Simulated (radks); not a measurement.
Values are calculated unless marked as measured or tabulated.
Kr+, 35 electrons, occupied as [Ar] 3d10 4s2 4p5 (the NIST ground configuration).

Code: a radial shooting solver on a logarithmic mesh with Libxc functionals. Model: Dirac Kohn-Sham, PBE, spin-unpolarised, spherical densities, finite nucleus; open shells fill j = l - 1/2 first; Fermi nuclear charge, rms radius 4.1884 fm.

Energy parts (eV):
total: -75918.114
kinetic: 77962.414
electron-nucleus: -183037.551
Hartree: 31775.730
exchange-correlation: -2618.707

Orbitals (lengths in bohr, moments of r in powers of bohr; r(max) is where P^2 peaks; r(90%) holds 90 % of the orbital's charge):
orbital	occ.	eigenvalue (eV)	<r^4>	r(max)	r(90%)	<r^2>	small-component weight
1s1/2	2	-14165.18	0.00001386	0.02708	0.0742	0.002318	1.71e-02
2s1/2	2	-1875.416	0.002721	0.1543	0.284	0.03965	3.39e-03
2p1/2	2	-1695.943	0.001863	0.1211	0.257	0.03039	3.39e-03
2p3/2	4	-1642.111	0.002023	0.1245	0.263	0.03182	3.30e-03
3s1/2	2	-275.6964	0.1653	0.4671	0.788	0.3232	8.30e-04
3p1/2	2	-212.3191	0.1869	0.4574	0.813	0.3331	7.78e-04
3p3/2	4	-204.4009	0.2017	0.4662	0.829	0.3461	7.56e-04
3d3/2	4	-93.9766	0.3025	0.4097	0.906	0.3771	6.37e-04
3d5/2	6	-92.6732	0.3109	0.4124	0.912	0.3824	6.30e-04
4s1/2	2	-33.9368	11.49	1.330	2.27	2.699	1.36e-04
4p1/2	2	-20.0024	24.01	1.500	2.73	3.772	1.00e-04
4p3/2	3	-19.2860	26.06	1.529	2.79	3.929	9.66e-05

The highest occupied level is 4p3/2 at -19.286 eV. Summed over all electrons, <r^2> = 31.50 bohr^2, which gives a Langevin (diamagnetic) susceptibility term of -24.9 x 10^-6 cm^3/mol. For comparison, the ionisation energy in NIST's Atomic Spectra Database is 24.360 eV (measured). In exact Kohn-Sham theory the highest level is minus the ionisation energy, but local and semilocal functionals leave it too shallow, through self-interaction and a potential that decays too fast; potentials with the right tail come closer. The density falls to 0.001 e/bohr^3 at r = 3.73 bohr. The electron density at the nucleus is 4.942e+04 e/bohr^3.

Beside tabulated values, note that spin-unpolarised runs miss the spin-polarisation part of the exchange energy of open shells.
